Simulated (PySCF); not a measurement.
Constitutional and geometric isomers with formula CH2B2O. Isolated molecules, 0 K electronic values unless said otherwise. One relaxed conformer stands for each flexible species; it need not be the lowest. Strings in code marks are SMILES.

Quantity: electronic energy of isomers of CH2B2O relative to `[H]/B=C\B=O`, in kJ/mol.

Level 1: r2SCAN-D4/def2-TZVP (PySCF)
Level 2: B3LYP/3-21G // r2SCAN-D4/def2-TZVP (PySCF)
Level 3: PBE/6-31G* // r2SCAN-D4/def2-TZVP (PySCF)
Level 4: HF/3-21G // r2SCAN-D4/def2-TZVP (PySCF)

| species | level 2 | level 3 | level 4 |
|---|---|---|---|
| `OB1B=C1` | 228.4 | 176.6 | 263.0 |
| `OC1=BB1` | 419.9 | 322.6 | 476.8 |
| `BB=C=O` | 296.6 | 258.8 | 340.4 |

Task: What does level 1 give for each?

Result: 
- `OB1B=C1`: 167.6
- `OC1=BB1`: 334.4
- `BB=C=O`: 280.3
